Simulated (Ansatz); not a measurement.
Consider the ligand exchange at the Si–O bond: `[SiH3][O][SnH3]` + `CCCO` → `CCCO[SiH3]` + `[OH][SnH3]`.

Gas-phase electronic energies from Ansatz, PBE0-D4/def2-TZVP geometries. CCSD(T)/CBS is the MP2 limit (def2-TZVPP, def2-QZVPP) plus CCSD(T) − MP2 in def2-TZVPP, frozen cores. Functionals use def2-TZVPP. B3LYP here is the variant with VWN-RPA as its local correlation; programs differ in this. Elements past krypton have def2 core potentials. For Sn outer-core shells are correlated without core-valence functions, which leaves a few kJ/mol of doubt a bond. Each species was taken in one conformer, which may not be the lowest.

(1) Is it downhill or uphill in electronic energy at CCSD(T)/CBS, and by how much? (Best estimate.)

(2) What do these levels give: PBE-D4, r2SCAN-D4, PBE0-D4, ωB97M-V, r2SCAN, PBE0, B3LYP, MP2/def2-TZVPP, SCS-MP2/def2-TZVPP, CCSD/def2-TZVPP, CCSD(T)/def2-TZVPP, CCSD/CBS(def2)? (Best estimate.)

Largest T1 diagnostic among the species: 0.014.

Results:

(1) Computed: Uphill: ΔE = +17.9 kJ/mol.

(2) The calculation gave: PBE-D4 12.8, r2SCAN-D4 15.3, PBE0-D4 16.0, ωB97M-V 16.1, r2SCAN 15.7, PBE0 16.1, B3LYP 15.2, MP2/def2-TZVPP 17.0, SCS-MP2/def2-TZVPP 17.9, CCSD/def2-TZVPP 18.8, CCSD(T)/def2-TZVPP 17.9, CCSD/CBS(def2) 18.8 kJ/mol.

From PBE to PBE0 (25 % exact exchange), in def2-TZVPP and without D4, ΔE moves by +3.1 kJ/mol. In def2-TZVPP, CCSD(T) changes the Hartree–Fock value by −4.6 kJ/mol (the triples alone add −0.8 kJ/mol) and MP2 by −5.5 kJ/mol.
